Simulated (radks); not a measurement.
Effect of the nuclear size on neutral thulium, [Xe] 4f13 6s2. All-electron calculation, Dirac Kohn-Sham, BLYP, spin-unpolarised, spherical densities, finite nucleus; open shells fill j = l - 1/2 first; Fermi nuclear charge, rms radius 5.2256 fm. Program: a radial shooting solver on a logarithmic mesh with Libxc functionals. The rms radius is varied about that value; shifts are against it.

| rms radius (fm) | total energy shift (eV) | density at nucleus (e/bohr^3) | 1s1/2 shift (meV) | 2s1/2 shift (meV) | 4p1/2 shift (meV) | 5s1/2 shift (meV) | 5p1/2 shift (meV) | 6s1/2 shift (meV) | 4f7/2 shift (meV) |
|---|---|---|---|---|---|---|---|---|---|
| 4.3372 | -11.0 | 1.004e+06 | -4500 | -606 | 0.248 | -4.62 | 0.444 | -0.180 | 0.780 |
| 5.027 | -2.58 | 9.611e+05 | -1060 | -142 | 0.058 | -1.08 | 0.104 | -0.042 | 0.183 |
| 5.2256 | 0 | 9.5e+05 | 0.000 | 0.000 | 0.000 | 0.000 | 0.000 | 0.000 | 0.000 |
| 5.4189 | 2.58 | 9.398e+05 | 1060 | 142 | -0.057 | 1.08 | -0.104 | 0.042 | -0.183 |
| 6.3178 | 15.4 | 8.976e+05 | 6320 | 850 | -0.340 | 6.48 | -0.622 | 0.252 | -1.09 |

Slopes of the eigenvalues against <r^2> in GHz/fm^2, as finite differences over the two radii next to the reference (eigenvalue slopes, not the field-shift constants of lines): 1s1/2 125000, 2s1/2 16800, 4p1/2 -6.80, 5s1/2 128, 5p1/2 -12.3, 6s1/2 4.98, 4f7/2 -21.6.
